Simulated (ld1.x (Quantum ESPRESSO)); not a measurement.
## LDA (PZ) TM dataset for In, scalar-relativistic all-electron reference.

In (Z = 49), norm-conserving Troullier–Martins (Kleinman–Bylander form), made with ld1.x (Quantum ESPRESSO) 7.5 (LDA (PZ), scalar-relativistic). Core [Kr] 4d10, reference 5s1 5p0 (charge +2). Waves: 5p (bound, empty): rc 2.15 bohr; 5s (bound): rc 2.20 bohr. Local part: the s channel. Core correction: a·sin(br)/r model core inside 1.65 bohr.

Results:

```json
{
 "Cutoffs needed": "10 Ry and 25 Ry (the cutoffs (Ry, on a coarse ladder) from which the occupation-weighted sum of valence levels, in a spherical-Bessel basis at the reference potential, stays within 10 and 1 mRy of its value at 400 Ry)",
 "Ghost test": "no extra level below or beside the all-electron valence levels (p, s, d, f tested) (spherical-Bessel basis up to 400 Ry, 20 bohr box)",
 "Largest excitation error": "-178 meV (all-electron minus pseudo) for 5s2 5p1.3, out of 7 test configurations"
}
```

Generation and tests took about 3 s on one core of a shared server CPU.
